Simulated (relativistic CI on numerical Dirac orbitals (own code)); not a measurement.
## V²⁰⁺: sensitivity of the levels to the model

Base calculation: Dirac-Coulomb-Breit CI, KLI orbitals optimised for each configuration, a model potential for QED, unscaled Slater integrals.

CI space (outside the closed core 1s2): 2s, 2p, 3s, 3p, 3d, 4s, 4p, 4d, 4f, 5s, 5p, 5d, 5f, 5g. Levels of other configurations are missing.

Variants: (1) one mean potential for all configurations. Shifts of the energy above 2s ²S1/2, in eV, for the lowest level and the first level of each name with at least 55 % of one term (blank where a level changes its place among those of its configuration and J or its character, or is not in the variant):

| Level | Base | Δ(1) |
| --- | --- | --- |
| 2s ²S1/2 | 0.00 | 0.00 |
| 2p ²P°1/2 | 42.35 | +0.03 |
| 2p ²P°3/2 | 51.70 | +0.03 |
| 3s ²S1/2 | 882.41 | 0.00 |
| 3p ²P°1/2 | 894.16 | 0.00 |
| 3p ²P°3/2 | 896.92 | 0.00 |
| 3d ²D3/2 | 901.30 | +0.01 |
| 3d ²D5/2 | 902.17 | +0.01 |
| 4s ²S1/2 | 1185.85 | +0.01 |
| 4p ²P°1/2 | 1190.68 | +0.01 |
| 4p ²P°3/2 | 1191.84 | +0.01 |
| 4d ²D3/2 | 1193.66 | +0.01 |
| 4d ²D5/2 | 1194.03 | +0.01 |
| 4f ²F°5/2 | 1194.13 | +0.01 |
| 4f ²F°7/2 | 1194.31 | +0.01 |
| 5s ²S1/2 | 1325.04 | +0.01 |
| 5p ²P°1/2 | 1327.48 | +0.01 |
| 5p ²P°3/2 | 1328.08 | +0.01 |
| 5d ²D3/2 | 1329.00 | +0.01 |
| 5d ²D5/2 | 1329.19 | +0.01 |
| 5f ²F°5/2 | 1329.24 | +0.01 |
| 5f ²F°7/2 | 1329.34 | +0.01 |

At this charge energies of transitions that change n are usually good to better than 1 %, and those within a shell (Δn = 0) to a few per cent.

Ionisation energy from the two ground configurations alone: base 1569.45 eV. The NIST ASD value (theoretical) is 1569.66 eV.
